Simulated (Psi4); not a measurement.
CrF₂O₂, charge +1, doublet, geometry from GFN2-xTB of the parent state (such geometries of metal compounds can be far from the true shape) (a state made from the parent by changing its charge; the spin is typed, not shown lowest); HF/STO-3G (Psi4).

Here is a job for Psi4.
```
memory 2 GB

molecule mol {
1 2
  Cr    0.052098   -0.009182    0.017120
  O     1.235119   -0.334455   -0.927286
  O     0.502059    0.028293    1.498124
  F    -0.567081    1.486993   -0.393793
  F    -1.116006   -1.190364   -0.159271
}

set basis sto-3g
set reference rohf

energy('scf')
print_variables()
```

It wrote (shortened):

```
   => Loading Basis Set <=

    Name: STO-3G
    Role: ORBITAL
    Keyword: BASIS

         ---------------------------------------------------------
                                   SCF
               by Justin Turney, Rob Parrish, Andy Simmonett
                          and Daniel G. A. Smith
                             ROHF Reference
         ---------------------------------------------------------

  ==> Geometry <==

    Molecular point group: c1
    Full point group: C1

    Geometry (in Angstrom), charge = 1, multiplicity = 2:

       Center              X                  Y                   Z               Mass
    ------------   -----------------  -----------------  -----------------  -----------------
         CR           0.064268834808    -0.011326924829     0.021119161313    51.940506230000
         O            1.247289834808    -0.336599924829    -0.923286838687    15.994914619570
         O            0.514229834808     0.026148075171     1.502123161313    15.994914619570
         F           -0.554910165192     1.484848075171    -0.389793838687    18.998403162730
         F           -1.103835165192    -1.192508924829    -0.155271838687    18.998403162730

  Running in c1 symmetry.

  Rotational constants: A =      0.15231  B =      0.13609  C =      0.12992 [cm^-1]
  Rotational constants: A =   4566.25744  B =   4079.80696  C =   3894.77487 [MHz]
  Nuclear repulsion =  355.172781272678662

  Charge       = 1
  Multiplicity = 2
  Electrons    = 57
  Nalpha       = 29
  Nbeta        = 28

  ==> Algorithm <==

  SCF Algorithm Type is DF.
  DIIS enabled.
  MOM disabled.
  Fractional occupation disabled.
  Guess Type is SAD.
  Energy threshold   = 1.00e-06
  Density threshold  = 1.00e-06
  Integral threshold = 1.00e-12

  ==> Primary Basis <==

  Basis Set: STO-3G
    Blend: STO-3G
    Number of shells: 20
    Number of basis functions: 38
    Number of Cartesian functions: 39
    Spherical Harmonics?: true
    Max angular momentum: 2

   => Loading Basis Set <=

    Name: (STO-3G AUX)
    Role: JKFIT
    Keyword: DF_BASIS_SCF

  ==> Integral Setup <==

  SCF_SUBTYPE=INCORE selected. In-core MEM_DF algorithm will be used.
  Using in-core AOs.

  ==> MemDFJK: Density-Fitted J/K Matrices <==

    J tasked:                   Yes
    K tasked:                   Yes
    wK tasked:                   No
    Algorithm:                 Core
    Schwarz Cutoff:           1E-12
    Mask sparsity (%):       3.1856
    Fitting Condition:        1E-10

   => Auxiliary Basis Set <=

  Basis Set: (STO-3G AUX)
    Blend: DEF2-UNIVERSAL-JKFIT
    Number of shells: 158
    Number of basis functions: 572
    Number of Cartesian functions: 749
    Spherical Harmonics?: true
    Max angular momentum: 6

  Minimum eigenvalue in the overlap matrix is 2.5703958870E-01.
  Reciprocal condition number of the overlap matrix is 1.3131715354E-01.
    Using symmetric orthogonalization.

  ==> Pre-Iterations <==

  SCF Guess: Superposition of Atomic Densities via on-the-fly atomic UHF (no occupation information).

   -------------------------
    Irrep   Nso     Nmo
   -------------------------
     A         38      38
   -------------------------
    Total      38      38
   -------------------------

  ==> Iterations <==

                           Total Energy        Delta E     RMS |[F,P]|

   @DF-ROHF iter SAD: -1373.14688771629881   -1.37315e+03   0.00000e+00
   @DF-ROHF iter   1: -1374.70464595924295   -1.55776e+00   2.43090e-02 DIIS
   @DF-ROHF iter   2: -1367.16123359294943    7.54341e+00   7.68740e-02 DIIS
   @DF-ROHF iter   3: -1375.41839568361047   -8.25716e+00   2.07765e-02 DIIS
   @DF-ROHF iter   4: -1375.69139261788405   -2.72997e-01   1.34518e-02 DIIS
   @DF-ROHF iter   5: -1375.78475036341570   -9.33577e-02   9.86888e-03 DIIS
   @DF-ROHF iter   6: -1375.88976309996679   -1.05013e-01   1.64373e-03 DIIS
   @DF-ROHF iter   7: -1375.89348464795421   -3.72155e-03   1.94074e-04 DIIS
   @DF-ROHF iter   8: -1375.89379293084130   -3.08283e-04   1.57985e-04 DIIS
   @DF-ROHF iter   9: -1375.89397506565501   -1.82135e-04   2.68780e-05 DIIS
   @DF-ROHF iter  10: -1375.89398211665730   -7.05100e-06   1.42655e-05 DIIS
   @DF-ROHF iter  11: -1375.89398287225640   -7.55599e-07   1.33198e-05 DIIS
   @DF-ROHF iter  12: -1375.89398364218414   -7.69928e-07   3.45726e-06 DIIS
   @DF-ROHF iter  13: -1375.89398375018845   -1.08004e-07   1.76869e-06 DIIS
   @DF-ROHF iter  14: -1375.89398376498866   -1.48002e-08   2.10032e-06 DIIS
   @DF-ROHF iter  15: -1375.89398373353879    3.14499e-08   9.01177e-07 DIIS
  Energy and wave function converged.

  ==> Post-Iterations <==

    Orbital Energies [Eh]
    ---------------------

    Doubly Occupied:

[...]
      28A     -0.749126

    Singly Occupied:

      29A     -0.500405

    Virtual:

[...]
    Final Occupation by Irrep:
              A
    DOCC [    28 ]
    SOCC [     1 ]
    NA   [    29 ]
    NB   [    28 ]

  @DF-ROHF Final Energy: -1375.89398373353879

   => Energetics <=

    Nuclear Repulsion Energy =            355.1727812726786624
    One-Electron Energy =               -2584.7597350329533583
    Two-Electron Energy =                 853.6929700267360204
    Total Energy =                      -1375.8939837335387892

Computation Completed

Properties will be evaluated at   0.000000,   0.000000,   0.000000 [a0]

Properties computed using the SCF density matrix

 Multipole Moments:

 ------------------------------------------------------------------------------------
     Multipole            Electronic (a.u.)      Nuclear  (a.u.)        Total (a.u.)
 ------------------------------------------------------------------------------------

 L = 1.  Multiply by 2.5417464519 to convert [e a0] to [Debye]
 Dipole X            :         -0.9797897            1.3339604            0.3541707
 Dipole Y            :          0.1726769           -0.2350983           -0.0624213
 Dipole Z            :         -0.3219683            0.4383397            0.1163713
 Magnitude           :                                                    0.3779889

 ------------------------------------------------------------------------------------

  Variable Map:
  ----------------------------------------------------------------------------
[...]
  Array Variable Map:
  ----------------------------------------------------------------------------
[...]
[...]
```
